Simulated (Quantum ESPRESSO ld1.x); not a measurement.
The numbers below are computed, except where a source is named.
Question: Sb4+, configuration [Kr] 4d10 5s1. Code: ld1.x of Quantum ESPRESSO 7.5. Model: Dirac Kohn-Sham, LDA (Slater exchange, Perdew-Zunger correlation), spin-unpolarised, spherical densities, point nucleus. Some entries of the table are withheld. Estimate them.

orbital,occ.,eigenvalue (eV),<r^2> (bohr^2),<1/r> (bohr^-1)
1s1/2,2,(1),0.001096,54.28
2s1/2,2,-4646.23,0.01770,12.61
2p1/2,2,-4351.87,0.01312,12.60
2p3/2,4,-4100.39,0.01442,11.70
3s1/2,2,-945.265,0.1252,4.469
3p1/2,2,(2),0.1199,4.382
3p3/2,4,(3),0.1283,4.160
3d3/2,4,-564.698,0.1093,(4)
3d5/2,6,-555.044,0.1118,(5)
4s1/2,2,-191.368,0.7059,1.776
4p1/2,2,(6),0.7874,(7)
4p3/2,4,(8),0.8435,(9)
4d3/2,4,-76.8189,1.186,1.323
4d5/2,6,-75.5344,1.215,1.305
5s1/2,1,-50.3007,4.205,(10)

Answer: 
(1) 1s1/2 eigenvalue (eV): -30294.1
(2) 3p1/2 eigenvalue (eV): -824.746
(3) 3p3/2 eigenvalue (eV): -778.350
(4) 3d3/2 <1/r> (bohr^-1): 4.011
(5) 3d5/2 <1/r> (bohr^-1): 3.954
(6) 4p1/2 eigenvalue (eV): -150.488
(7) 4p1/2 <1/r> (bohr^-1): 1.663
(8) 4p3/2 eigenvalue (eV): -141.777
(9) 4p3/2 <1/r> (bohr^-1): 1.590
(10) 5s1/2 <1/r> (bohr^-1): 0.6743
